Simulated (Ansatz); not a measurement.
Another site gives an ion 1.50 eV lower (`O=C[O-]`) at the level frozen-core CCSD(T)/aug-cc-pVTZ // r2SCAN-D4/def2-TZVPD (Ansatz, a quantum-chemistry and plane-wave program).

Method: frozen-core CCSD(T)/aug-cc-pVTZ // r2SCAN-D4/def2-TZVPD in Ansatz.

Ansatz 0.2 input:
```yaml
crystal:
  periodic: [false, false, false]
  atoms:
    - { symbol: O, position_ang: [0.998471, -0.24989, -0.977129] }
    - { symbol: C, position_ang: [0.743409, 0.0021, 0.196835] }
    - { symbol: O, position_ang: [-0.666533, 0.189097, 0.430969] }
    - { symbol: H, position_ang: [-1.075347, 0.058693, -0.45879] }
basis:
  gaussian: { orbitals: aug-cc-pVTZ }
correlation:
  method: ccsd_t
total_charge: -1
```

Output:

```
Functional definition: HF
980 factors; integrals over basis functions are off by at most 1.0e-3 eV
mean field evaluation 1: about -5120.0789 eV, gradient 2.4e1 eV
mean field evaluation 2: about -5120.0796 eV, gradient 2.4e1 eV
mean field evaluation 4: about -5121.5173 eV, gradient 3.9e0 eV
mean field evaluation 8: about -5121.5666 eV, gradient 1.9e-1 eV
mean field evaluation 16: about -5121.5574 eV, gradient 1.4e0 eV
mean field -5121.56687623 eV, -188.2141111789 hartree, gradient 2.7e-6 eV, S^2 0.000000; 0 other end points of the search recorded, 0 dependent functions left out
3 core orbitals not correlated
reference -5121.56687623 eV, -188.2141111789 hartree; 9, 9 occupied and 149, 149 virtual orbitals, 980 factors
second order -17.88882781 eV of doubles, -0.00000000 eV of singles
cycle   1  -17.22053377 eV  change    6.7e-1 eV  update   1.2e-1
cycle   2  -17.73757052 eV  change   -5.2e-1 eV  update   4.3e-2
cycle   3  -17.87170901 eV  change   -1.3e-1 eV  update   2.6e-2
cycle   4  -17.86324390 eV  change    8.5e-3 eV  update   1.0e-2
cycle   5  -17.85007949 eV  change    1.3e-2 eV  update   6.5e-3
cycle   6  -17.85274904 eV  change   -2.7e-3 eV  update   3.2e-3
cycle   7  -17.85376613 eV  change   -1.0e-3 eV  update   1.4e-3
cycle   8  -17.85307742 eV  change    6.9e-4 eV  update   7.0e-4
cycle   9  -17.85306570 eV  change    1.2e-5 eV  update   2.2e-4
cycle  10  -17.85338612 eV  change   -3.2e-4 eV  update   9.7e-5
cycle  11  -17.85322671 eV  change    1.6e-4 eV  update   4.0e-5
cycle  12  -17.85322259 eV  change    4.1e-6 eV  update   1.5e-5
perturbative correction -0.86474194 eV, -0.0317786801 hartree
Total energy: -5140.28484076 eV, -188.9019836878 hartree
```

Cost: roughly 18 core-seconds.
